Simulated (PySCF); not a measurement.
**C2H4OS2Si: core ionisation energies**

Species: C2H4OS2Si.
Bonds: O1–Si2, Si2–S3, S3–C4, C4–C5 (double), C5–S6, Si2–S6. Hydrogens: H7 on O1; H8 on Si2; H9 on C4; H10 on C5.

Level of theory: delta-SCF UKS SCAN, pcX-2 on the ionised atom, pcseg-1 elsewhere, spin-free X2C in PySCF 2.14.0. Binding energies are ΔSCF values: E(core-ionised, relaxed orbitals) − E(ground state) at a fixed geometry, referred to the vacuum level.

Give the core binding energies atom by atom.

```tsv
atom(s)	environment	level	binding energy (eV)	2p1/2 (eV)	count
O1	silanol oxygen	O 1s	538.96	–	1
Si2	oxygen-bound silicon	Si 2p3/2	107.95	108.58	1
Si2	oxygen-bound silicon	Si 1s	1847.96	–	1
S3/S6	sulfur bonded to C and Si	S 1s	2477.11	–	2
C4/C5	alkene CH carbon	C 1s	290.92	–	2
```

What is the longest wavelength that can ionise C 1s of C4/C5 vertically?

λ = hc/E = 12398.42 eV Å / 290.92 eV = 42.618 Å.

Which effective nuclear charge Zeff reproduces each element's mean 1s value in the hydrogen-like formula E = 13.606 eV × Zeff²?

C (Z = 6): mean 290.9 eV, Zeff = 4.62, Z − Zeff = 1.38; O (Z = 8): mean 539.0 eV, Zeff = 6.29, Z − Zeff = 1.71; Si (Z = 14): mean 1848.0 eV, Zeff = 11.65, Z − Zeff = 2.35; S (Z = 16): mean 2477.1 eV, Zeff = 13.49, Z − Zeff = 2.51. Means run over the listed sites, weighted by atom count.

The first atom of each set that the bonding makes equivalent was ionised and stands for the set. Not every level is listed. For 2p shells one spin-free hole was relaxed; a mean-field spin–orbit operator and the ground-state splitting of the three 2p orbitals were then diagonalised within the shell. The shell's mean is (2 × 2p3/2 + 2p1/2)/3, and the degeneracies 2j + 1 give areas of 2:1. 2p1/2 minus 2p3/2 (ligand field included): Si 0.63 eV. The structure is a single GFN2-xTB conformer in the gas phase; no vibrational or solvent corrections.

The values belong to the conformer `[OH:1][SiH:2]1[S:3][CH:4]=[CH:5][S:6]1`: H–O1–Si2–S3 57°.
